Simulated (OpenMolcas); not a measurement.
**Mn4+: moving or changing the point charges**

Mn4+ among 6 point charges of -2.2 e arranged as a trigonal antiprism (D3d), 1.79 Å from the ion, with a polar angle of 62.4° against the regular 54.74°.
```
   0.0000    1.5863    0.8293  -2.20
  -1.3738   -0.7931    0.8293  -2.20
   1.3738   -0.7931    0.8293  -2.20
   0.0000   -1.5863   -0.8293  -2.20
   1.3738    0.7931   -0.8293  -2.20
  -1.3738    0.7931   -0.8293  -2.20
```

| Item | Value |
| --- | --- |
| Program | OpenMolcas 26.06 |
| Method | CASSCF |
| Basis | ANO-RCC-VTZP [6s5p3d2f1g] |
| Scalar Hamiltonian | DKH2, point nucleus |
| Active space | 3 electrons in 5 orbitals (3d) |
| State averaging | 2S+1 = 4 even, 10 roots; 2S+1 = 2 even, 40 roots |
| Spin-orbit coupling | RASSI with atomic mean-field integrals over the reference wave functions |

Runs around this geometry, states (labels of D3, the rotations of D3d). Energies in cm-1 above the lowest state or level, χT in cm3 K/mol.

```tsv
R (Å)	q (e)	Polar angle / regular	Ground state	First state of that spin	First gap with spin-orbit (degeneracies)	χT at 300 K	First state of another spin
1.79	-2.2	1.05	4A2	4A1 4154	21.1 (2, 2)	1.573	2E 22472
1.79	-1.1	1.14	4A2	4A1 1717	93.7 (2, 2)	1.271	2E 21849
1.66	-2.2	1.14	4A2	4A1 5478	29.1 (2, 2)	1.666	2E 21666
1.79	-2.2	1.14	4A2	4A1 3608	46.5 (2, 2)	1.564	2E 21876
1.99	-2.2	1.14	4A2	4A1 1959	92.6 (2, 2)	1.345	2E 21812
```

Taking the first state of the same spin as R^-n, n = -ln(1959 / 5478) / ln(1.99 / 1.66) = 5.7 between the shortest and longest distance.

Scaling the charges by -1.1 / -2.2 = 0.50 scales the first state of the same spin by 1717 / 3608 = 0.48; with fixed orbitals a first-order splitting would follow the charge.

Without dynamic correlation the repulsion within the d shell is too large (B by tens of per cent), so at a given field states of lower spin stand too high. The ground term spreads over less than 5000 cm-1, several times less than with real ligands, so orbital moments are less quenched and χT lies further from the spin-only value than at real sites (holds for R = 1.79, q = -1.1, ratio = 1.14). This is an electrostatic model: the charges have no orbitals. No measured value stands beside these numbers.
